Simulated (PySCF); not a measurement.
## Orbital picture of RbNa⁺

B97-3 at R = 4.325 Å; Rb def2-SVPD with ECP28, Na def2-SVPD; scalar-relativistic core potentials (PySCF 2.14). State: ²Σ⁺ (doublet), unpaired electrons σ ↑. Only the outer orbitals are listed, counted within each symmetry, core potentials removing the inner ones.

| spin | orbital | occ. | ε (eV) | on Rb (%) | main shells (%) |
| --- | --- | --- | --- | --- | --- |
| α | 3σ | 1 | -40.02 | 100 | 100 Rb s |
| α | 1π | 1 | -36.11 | 0 | 100 Na p |
| α | 1π | 1 | -36.11 | 0 | 100 Na p |
| α | 4σ | 1 | -36.11 | 0 | 100 Na p |
| α | 2π | 1 | -22.44 | 100 | 100 Rb p |
| α | 2π | 1 | -22.44 | 100 | 100 Rb p |
| α | 5σ | 1 | -22.40 | 100 | 100 Rb p |
| α | 6σ | 1 | -7.18 | 37 | 56 Na s, 23 Rb s, 11 Rb p |
| α | 7σ | 0 | -4.24 | 68 | 69 Rb s, 25 Na s |
| α | 3π | 0 | -3.51 | 46 | 53 Na p, 31 Rb p, 15 Rb d |
| α | 3π | 0 | -3.51 | 46 | 53 Na p, 31 Rb p, 15 Rb d |
| β | 3σ | 1 | -39.99 | 100 | 100 Rb s |
| β | 1π | 1 | -36.09 | 0 | 100 Na p |
| β | 1π | 1 | -36.09 | 0 | 100 Na p |
| β | 4σ | 1 | -36.07 | 0 | 100 Na p |
| β | 2π | 1 | -22.43 | 100 | 100 Rb p |
| β | 2π | 1 | -22.43 | 100 | 100 Rb p |
| β | 5σ | 1 | -22.38 | 100 | 100 Rb p |
| β | 6σ | 0 | -3.37 | 107 | 104 Rb s |
| β | 3π | 0 | -1.03 | 105 | 99 Rb p |
| β | 3π | 0 | -1.03 | 105 | 99 Rb p |

Problem. Which are the highest filled and the lowest empty level, where do they sit, and how wide is the gap?

Solution. Highest filled α 6σ at -7.18 eV (in %: 56 Na s, 23 Rb s, 11 Rb p); lowest empty α 7σ at -4.24 eV (in %: 69 Rb s, 25 Na s); the gap at B97-3 is 2.94 eV.

| Quantity | Value |
| --- | --- |
| bond order (Mayer) | 0.47 |
| ⟨S²⟩ | 0.750 |
| charge on Rb (Mulliken, basis-dependent) | 0.63 |
| charge on Rb (Löwdin, basis-dependent) | 0.66 |
| dipole moment (positive dipole points towards Na; it is taken about the centre of mass and depends on that origin) | 1.68 D |

Shares are Mulliken populations and can fall outside 0 to 100 %.

Spin–orbit coupling is left out. The state is the lowest determinant that a PBE0 search found; another state may lie lower at other levels.
